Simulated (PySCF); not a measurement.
Sb(Cl)2(OMe) (CH3Cl2OSb), SMILES C[O][Sb]([Cl])[Cl].

The structure is a stationary point at PBE0-D3(BJ)/def2-SVP. The structure was generated by enumeration; whether it is a known compound was not checked. The def2 effective core potentials stand for the cores of Sb; spin–orbit coupling is left out. Other conformers were not sampled.

Two levels are set side by side: PBE/def2-TZVP (PySCF) and r2SCAN/def2-TZVP (PySCF). Same geometry, gas phase. Differences are taken from unrounded values.

```csv
quantity,r2SCAN,PBE,PBE minus r2SCAN
orbital gap (eV),4.95,4.45,-0.51
highest occupied level (eV),-7.28,-6.93,0.35
lowest empty level (eV),-2.33,-2.48,-0.16
dipole moment (D),1.75,1.70,-0.05
mean polarisability (bohr³),78.4,80.5,2.1
```

Rough cost on one machine, each run with all the roots and properties that it gave: r2SCAN against PBE about 3 times.
